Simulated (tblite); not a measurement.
Compound: C3H7FO3Si2.
Atom-mapped SMILES: `[O:1]=[C:2]([OH:3])[C@@H:4]1[Si@H:5]([OH:6])[CH2:7][Si@H:8]1[F:9]` (hydrogens: H10 on O3; H11 on C4; H12 on Si5; H13 on O6; H14, H15 on C7; H16 on Si8)

Structure used (GFN2-xTB), in Å, numbered top down from 1:
```xyz
16
C3H7FO3Si2 angstrom
O      2.137    0.287    0.396
C      1.410    0.927   -0.347
O      1.891    1.968   -1.047
C     -0.009    0.669   -0.540
Si    -0.899    0.302    1.159
O      0.211    0.092    2.310
C     -1.528   -1.344    0.395
Si    -0.416   -1.112   -1.133
F     -1.252   -1.033   -2.518
H      2.836    2.085   -0.864
H     -0.440    1.449   -1.162
H     -1.827    1.323    1.613
H      1.122   -0.015    2.003
H     -2.586   -1.350    0.149
H     -1.343   -2.231    0.994
H      0.685   -2.009   -1.419
```

Method: GFN2-xTB as coded in tblite; computed harmonic values from a numerical Hessian at the method's own geometry, unscaled. The method is semi-empirical: single wavenumbers can be off by several per cent or more. Modes of hydrogen on silicon can be 10 to 20 % off. One conformer, not necessarily the lowest.

Harmonic wavenumbers (cm⁻¹): 40.8, 50.5, 108.0, 147.7, 169.8, 186.0, 230.9, 260.8, 311.4, 387.6, 490.9, 517.0, 560.6, 567.8, 604.9, 608.7, 628.3, 646.0, 666.2, 681.9, 734.0, 755.0, 772.9, 821.5, 888.6, 913.8, 953.8, 999.9, 1018.6, 1087.9, 1097.6, 1172.8, 1295.6, 1443.7, 1695.1, 2346.8, 2391.1, 3010.3, 3022.5, 3031.0, 3370.3, 3449.3.

A = 1417, B = 1102, C = 730.8 MHz; mass 165.992 u (most abundant isotopes); point group C1, symmetry number 1.

**Question.** What is the zero-point energy?

**Answer.** ½Σν̃ = 22069 cm⁻¹ = 264.00 kJ/mol.

**Question.** Give the ideal-gas entropy at 298.15 K and 1 bar in the rigid-rotor, harmonic-oscillator model (classical rotation).

**Answer.** Translation 172.61, rotation 125.61, vibration 138.14: S = 436.4 J/(mol K).

**Question.** And Cp and H(298.15 K) − H(0)?

**Answer.** Cp = 178.37 J/(mol K), of which vibrations give 145.12 (their classical limit is 42 R = 349.2); H(298.15 K) − H(0) = 31.63 kJ/mol without the zero-point energy, 21.71 from vibrations.

**Question.** What must be added to the electronic energy to get the Gibbs energy at 298.15 K and 1 bar?

**Answer.** ZPE + [H(298.15 K) − H(0)] − T·S = 264.00 + 31.63 − 130.10 = 165.53 kJ/mol.

**Question.** Blend soft modes into free rotors: weight 1/[1 + (100 cm⁻¹/ν̃)⁴] for the oscillator and the rest for a rotor with moment μB/(μ + B), μ = h/(8π²ν), B = 10⁻⁴⁴ kg m². What vibrational entropy results?

**Answer.** 126.10 J/(mol K) in place of 138.14, which changes −T·S at 298.15 K by +3.59 kJ/mol.

Hindered rotation and anharmonicity are outside this model. Other conformers, if any are populated, would add a mixing term that is left out. The structure is chiral; the term R ln 2 for an equal mix with its mirror image is left out.

Time: 0.74 s. Hardware: an Arm Neoverse V1 with one thread, shared host. This covers the Hessian and the dipole derivatives.
